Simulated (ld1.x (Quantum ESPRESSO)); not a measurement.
# Cutoff test, lead, TM

Pb (Z = 82), norm-conserving Troullier–Martins (Kleinman–Bylander form), made with ld1.x (Quantum ESPRESSO) 7.5 (PBE, scalar-relativistic). Core [Xe] 4f14, reference 5d10 6s1.5 6p2.5. Waves: 6s (bound): rc 1.95 bohr; 6p (bound): rc 2.65 bohr; 5d (bound): rc 2.10 bohr. Local part: all-electron potential smoothed inside 2.10 bohr (lloc = -1). Core correction: a·sin(br)/r model core inside 1.65 bohr.

The pseudo-atom Hamiltonian at the reference potential is diagonalised in spherical Bessel functions j_l(qr) that vanish at 20 bohr, with q² up to the cutoff. All-electron valence levels (Ry): 6s -0.9266, 6p -0.2842, 5d -1.6201.

**Question.** How do the lowest levels (Ry) of each channel move with the cutoff, and are there ghosts?

**Answer.**

```
cutoff (Ry)     s #1     p #1    p #2     d #1    d #2    f #1  Σ f·Δε (mRy)
          8  -0.9043  -0.2802  0.0207  -0.1950  0.0553  0.1034       14294.6
         12  -0.9210  -0.2837  0.0205  -0.5463  0.0496  0.1034       10748.5
         15  -0.9220  -0.2839  0.0205  -0.7611  0.0479  0.1034        8597.7
         21  -0.9234  -0.2841  0.0205  -1.2592  0.0453  0.1034        3614.7
         30  -0.9261  -0.2842  0.0204  -1.5316  0.0442  0.1034         886.2
         40  -0.9263  -0.2842  0.0204  -1.6137  0.0440  0.1034          64.8
         45  -0.9264  -0.2842  0.0204  -1.6182  0.0440  0.1034          19.9
         55  -0.9266  -0.2842  0.0204  -1.6200  0.0439  0.1034           1.9
         70  -0.9266  -0.2842  0.0204  -1.6200  0.0439  0.1034           1.3
         80  -0.9266  -0.2842  0.0204  -1.6201  0.0439  0.1034           0.7
        100  -0.9266  -0.2842  0.0204  -1.6201  0.0439  0.1034           0.1
        400  -0.9266  -0.2842  0.0204  -1.6201  0.0439  0.1034           0.0
```

Result: ghost state, extra bound levels that the all-electron valence spectrum of the same l lacks: s at -4.1 eV (a true bound ghost makes a file unfit for plane-wave use); 10 mRy is reached at 50 Ry and 1 mRy at 80 Ry.
